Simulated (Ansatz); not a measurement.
H$_{9}$PSi$_{3}$, triplet, at the geometry of the source list (a higher spin typed on purpose: for a closed-shell molecule this is an excited state). Base run: R2SCAN/3-21G in Ansatz (a quantum-chemistry and plane-wave program).

Here is a job for Ansatz.
Ansatz 0.2 input:
```yaml
crystal:
  periodic: [false, false, false]
  atoms:
    - {symbol: Si, position_ang: [-0.67310000, 1.76730000, -0.64830000]}
    - {symbol: P, position_ang: [0.24000000, -0.23330000, -0.97070000]}
    - {symbol: Si, position_ang: [1.93000000, -0.21970000, 0.47290000]}
    - {symbol: Si, position_ang: [-1.21900000, -1.58440000, 0.02230000]}
    - {symbol: H, position_ang: [0.29470000, 2.75260000, -1.12500000]}
    - {symbol: H, position_ang: [-0.98700000, 2.02670000, 0.76020000]}
    - {symbol: H, position_ang: [-1.90120000, 1.80100000, -1.43910000]}
    - {symbol: H, position_ang: [2.88610000, 0.77450000, -0.00870000]}
    - {symbol: H, position_ang: [2.50540000, -1.56260000, 0.45900000]}
    - {symbol: H, position_ang: [1.50880000, 0.12150000, 1.83530000]}
    - {symbol: H, position_ang: [-0.62950000, -2.92110000, 0.01040000]}
    - {symbol: H, position_ang: [-2.44460000, -1.53560000, -0.77150000]}
    - {symbol: H, position_ang: [-1.51050000, -1.18700000, 1.40320000]}
basis:
  gaussian:
    orbitals: 3-21G.json
hamiltonian:
  xc: r2scan
magnetization: {spin_polarized: true, initial_magnetization: 2}
```
The basis file holds 3-21G in the JSON format of the Basis Set Exchange.

The base run was repeated with changes; each row names its change, and settings that it needs were set with it.

```
change                                                            ΔE vs base (kcal/mol)
----------------------------------------------------------------  ---------------------
base                                                                              0.000
lower_state_search = off                                                          0.000
point_charge = charge:1.0 position_ang:5.5746, 0.6672, 2.0828                    -14.96
forces = on                                                                       0.000
point_charge = charge:-1.0 position_ang:1.1401, -1.0632, -5.7817                  -3.69
final_grid = 10, 20, 41                                                          -0.031
lower_state_search = light                                                        0.000
fitting.mean_field = def2-universal-JKFIT                                        -0.289
nuclear_model = gaussian                                                          0.367
accuracy = high                                                                   0.001
final_grid = 6, 12, 29                                                            0.205
```
